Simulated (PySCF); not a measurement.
C₉H₈FNS, SMILES Cn1cccc1-c1sccc1F. Heavy atoms are numbered as in [CH3:1][n:2]1[cH:3][cH:4][cH:5][c:6]1-[c:7]1[s:8][cH:9][cH:10][c:11]1[F:12]. Hydrogens are named by the atom that carries them.

Coordinates come from a PBE0-D3(BJ)/def2-SVP optimisation. The structure was generated by enumeration, and PubChem lists no compound with its InChIKey, so it may never have been made. The values are those of a single conformer.

These are PBE/pcSseg-1 in PySCF values and carry that method's errors.

GIAO shieldings, no solvent; atoms alike by connectivity are averaged. δ = σ(ref) − σ: ¹³C against TMS (σ = 182.0 ppm); ¹⁵N against NH3 (σ = 267.0 ppm); ³³S against H2S (σ = 706.5 ppm); ¹⁹F against CFCl3 (σ = 133.6 ppm); ¹H against TMS (σ = 31.49 ppm), references at their B3LYP-D3(BJ)/def2-TZVP geometries, non-relativistic.

| nucleus | atoms | count | δ (ppm) |
|---|---|---|---|
| ¹³C | C11 | 1 | 162.1 |
| ¹³C | C6 | 1 | 126.6 |
| ¹³C | C3 (CH) | 1 | 126.1 |
| ¹³C | C9 (CH) | 1 | 122.4 |
| ¹³C | C10 (CH) | 1 | 122.1 |
| ¹³C | C7 | 1 | 119.9 |
| ¹³C | C5 (CH) | 1 | 117.7 |
| ¹³C | C4 (CH) | 1 | 113.7 |
| ¹³C | C1 (CH3) | 1 | 38.9 |
| ¹⁵N | N2 | 1 | 179.0 |
| ³³S | S8 | 1 | 406.7 |
| ¹⁹F | F12 | 1 | -159.3 |
| ¹H | H on C10 | 1 | 7.08 |
| ¹H | H on C9 | 1 | 6.90 |
| ¹H | H on C5 | 1 | 6.90 |
| ¹H | H on C3 | 1 | 6.64 |
| ¹H | H on C4 | 1 | 6.48 |
| ¹H | H on C1 | 3 | 3.95 |
